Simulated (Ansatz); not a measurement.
Reaction (redistribution): `N=[C](S)[GeH3]` + `[SiH3]N[SiH3]` → `[SiH3][NH][GeH3]` + `N=C([SiH3])S`

Gas-phase electronic energies from Ansatz, PBE0-D4/def2-TZVP geometries. CBS: MP2 limit from def2 TZ/QZ plus the TZ coupled-cluster correction, frozen cores. This one scheme is used for every species. DFT in def2-TZVPP. B3LYP here is the variant with VWN-RPA as its local correlation; programs differ in this. For Ge outer-core shells are correlated without core-valence functions, which leaves a few kJ/mol of doubt a bond. Scalar relativity is left out up to krypton. One conformer a species, not always the lowest.

```json
{"level": "PBE-D4", "ΔE (kcal/mol)": "8.4", "difference from CCSD(T)/CBS": "-0.8"}
{"level": "r2SCAN-D4", "ΔE (kcal/mol)": "9.1", "difference from CCSD(T)/CBS": "-0.1"}
{"level": "PBE0-D4", "ΔE (kcal/mol)": "8.7", "difference from CCSD(T)/CBS": "-0.5"}
{"level": "B3LYP-D4", "ΔE (kcal/mol)": "9.0", "difference from CCSD(T)/CBS": "-0.2"}
{"level": "ωB97X-V", "ΔE (kcal/mol)": "8.7", "difference from CCSD(T)/CBS": "-0.5"}
{"level": "ωB97M-V", "ΔE (kcal/mol)": "9.1", "difference from CCSD(T)/CBS": "-0.1"}
{"level": "B2PLYP", "ΔE (kcal/mol)": "9.0", "difference from CCSD(T)/CBS": "-0.2"}
{"level": "PBE", "ΔE (kcal/mol)": "8.4", "difference from CCSD(T)/CBS": "-0.8"}
{"level": "r2SCAN", "ΔE (kcal/mol)": "9.1", "difference from CCSD(T)/CBS": "-0.1"}
{"level": "PBE0", "ΔE (kcal/mol)": "8.7", "difference from CCSD(T)/CBS": "-0.5"}
{"level": "B3LYP", "ΔE (kcal/mol)": "9.0", "difference from CCSD(T)/CBS": "-0.2"}
{"level": "HF/def2-TZVPP", "ΔE (kcal/mol)": "8.8", "difference from CCSD(T)/CBS": "-0.4"}
{"level": "MP2/def2-TZVPP", "ΔE (kcal/mol)": "9.3", "difference from CCSD(T)/CBS": "0.1"}
{"level": "SCS-MP2/def2-TZVPP", "ΔE (kcal/mol)": "8.9", "difference from CCSD(T)/CBS": "-0.3"}
{"level": "CCSD/def2-TZVPP", "ΔE (kcal/mol)": "8.9", "difference from CCSD(T)/CBS": "-0.3"}
{"level": "CCSD(T)/def2-TZVPP", "ΔE (kcal/mol)": "8.8", "difference from CCSD(T)/CBS": "-0.4"}
{"level": "HF/def2-QZVPP", "ΔE (kcal/mol)": "8.8", "difference from CCSD(T)/CBS": "-0.4"}
{"level": "MP2/def2-QZVPP", "ΔE (kcal/mol)": "9.5", "difference from CCSD(T)/CBS": "0.3"}
{"level": "SCS-MP2/def2-QZVPP", "ΔE (kcal/mol)": "9.1", "difference from CCSD(T)/CBS": "-0.1"}
{"level": "HF/CBS(def2)", "ΔE (kcal/mol)": "8.8", "difference from CCSD(T)/CBS": "-0.4"}
{"level": "MP2/CBS(def2)", "ΔE (kcal/mol)": "9.6", "difference from CCSD(T)/CBS": "0.4"}
{"level": "CCSD/CBS(def2)", "ΔE (kcal/mol)": "9.3", "difference from CCSD(T)/CBS": "0.1"}
{"level": "CCSD(T)/CBS", "ΔE (kcal/mol)": "9.2", "difference from CCSD(T)/CBS": "0"}
```

Largest T1 diagnostic among the species: 0.014.
